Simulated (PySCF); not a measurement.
C2H8F2Si2. Atoms are numbered in the order given.

```xyz
14

F     -2.5102     1.3000    -0.4007
C     -1.2907     0.6962    -0.4317
F     -1.3514    -0.2934    -1.3735
C     -0.9453     0.1115     0.9158
Si     0.6104    -0.9943     0.9235
Si     2.3732     0.0550    -0.2276
H     -0.5566     1.4442    -0.7834
H     -1.8077    -0.4838     1.2601
H     -0.8081     0.9345     1.6357
H      0.3110    -2.3153     0.3028
H      1.0009    -1.2192     2.3470
H      2.6338     1.4019     0.3656
H      3.6223    -0.7569    -0.1451
H      2.0048     0.2389    -1.6626
```

The structure is a stationary point at B3LYP-D3(BJ)/def2-SVP. This is a generated structure with no PubChem entry under its InChIKey; it may be hypothetical. One conformer was computed; it need not be the lowest.

These are SMD-B3LYP/6-31G* in PySCF values and carry that method's errors.

Solvation free energies are E(SMD) − E(gas) at the gas-phase geometry, for 1 M in both phases. In vacuum the dipole moment is 1.60 D.

```tsv
solvent	ΔG(solv) (kcal/mol)	its non-electrostatic (CDS) part	dipole (D)
water	1.4	5.1	2.04
ethanol	-3.5	0.0	2.01
tetrahydrofuran	-2.6	0.4	1.94
```
